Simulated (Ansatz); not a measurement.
Consider the ligand exchange at a B–Br bond: `NB(Br)Br` + H₂S → `NB(S)Br` + HBr.

Program: Ansatz. Geometries: PBE0-D4/def2-TZVP. ΔE: electronic, gas phase. CCSD(T)/CBS adds triple-zeta CCSD(T) − MP2 to the extrapolated MP2 energy (def2 sets, frozen cores). This one scheme is used for every species. Functionals use def2-TZVPP. B3LYP here is the variant with VWN-RPA as its local correlation; programs differ in this. For Br outer-core shells are correlated without core-valence functions, which leaves a few kJ/mol of doubt a bond. Scalar relativity is left out up to krypton. One conformer a species, not always the lowest.

`NB(Br)Br`:

Cartesian coordinates in Å:
```
N -0.353 -0.642 -0.393
B 0.233 0.424 0.259
Br 0.169 0.532 2.178
Br 1.114 1.803 -0.748
H -0.341 -0.734 -1.395
H -0.823 -1.383 0.099
```

H₂S:

Z-matrix (Å, degrees):
```
S
H 1 1.341
H 1 1.341 2 92.3
```

`NB(S)Br`:

Z-matrix (Å, degrees):
```
N
B 1 1.389
H 1 1.005 2 122.2
H 1 1.006 2 123.1 3 -180.0
S 2 1.813 1 120.6 3 -180.0
Br 2 1.938 1 118.4 3 0.0
H 5 1.340 2 96.3 1 -180.0
```

HBr:

Z-matrix (Å, degrees):
```
Br
H 1 1.420
```

| level | ΔE (eV) |
| --- | --- |
| B3LYP-D4 | 0.11 |
| PBE | 0.10 |

What does CCSD(T)/CBS give? (Best estimate.)

The calculation gave: +0.14 eV. The listed levels differ from it by -0.03, -0.04 eV.

Largest T1 diagnostic among the species: 0.010.
